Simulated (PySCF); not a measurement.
## Electron correlation in He (helium, neutral)

1s2, closed-shell 1S. Computed with PySCF 2.14 in x2c-SVPall, with scalar relativity by spin-free X2C-1e. Frozen: nothing; 2 electrons correlated.

Total MP2 correlation energy: -25.05 mhartree.

Same-spin part 0.00 and opposite-spin part -25.05 mhartree; SCS-MP2 scales them by 1/3 and 6/5 to -30.06 mhartree.

With two correlated electrons CCSD is exact within the correlated space (frozen core and kept virtual orbitals).

```csv
level,correlation energy (mhartree)
CCSD,-31.77
```

Diagnostics: T1 = 0.0016, D1 = 0.0023, largest double amplitude 0.065.

Cost of the coupled-cluster step: 0.02 s of wall time on 1 thread of Neoverse-V2 (shared host), for 2 correlated electrons.
